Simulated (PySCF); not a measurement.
Isomers of C3H10OSi. The calculation used PBE0-D3(BJ)/def2-SVP geometry optimisation, gas phase in PySCF. One conformer each; no zero-point energy, no entropy. No frequencies were run at this level. Point groups hold within 0.08 Å.

Question: Order them by energy at this level, lowest first, and give relative energies in kcal/mol.
A. `[CH3:1][CH:2]([CH3:3])[O:4][SiH3:5]` with C1–C2–O4–Si5 112°
B. `[CH3:1][CH2:2][O:3][SiH2:4][CH3:5]` with C1–C2–O3–Si4 180°, C2–O3–Si4–C5 180°
C. `[CH3:1][O:2][CH2:3][SiH2:4][CH3:5]` with C1–O2–C3–Si4 180°, O2–C3–Si4–C5 55°
D. `C[Si](C)(C)O`

Answer: D (0.0), B (27.7), A (35.2), C (61.0).

As drawn, the lowest has an O–H bond and an Si–O bond, which the highest lacks.

```json
{"SMILES": "C[Si](C)(C)O", "E (Eh)": "-484.55550", "E rel (kcal/mol)": "0.0", "dipole (D)": "1.37", "point group": "Cs", "A, B, C (MHz)": "3341, 3303, 3117"}
{"SMILES": "CCO[SiH2]C", "E (Eh)": "-484.51140", "E rel (kcal/mol)": "27.7", "dipole (D)": "0.23", "point group": "Cs", "A, B, C (MHz)": "11454, 1716, 1564"}
{"SMILES": "CC(C)O[SiH3]", "E (Eh)": "-484.49947", "E rel (kcal/mol)": "35.2", "dipole (D)": "1.11", "point group": "near Cs", "A, B, C (MHz)": "7106, 2256, 1886"}
{"SMILES": "COC[SiH2]C", "E (Eh)": "-484.45824", "E rel (kcal/mol)": "61.0", "dipole (D)": "1.25", "point group": "C1", "A, B, C (MHz)": "8077, 1941, 1698"}
```
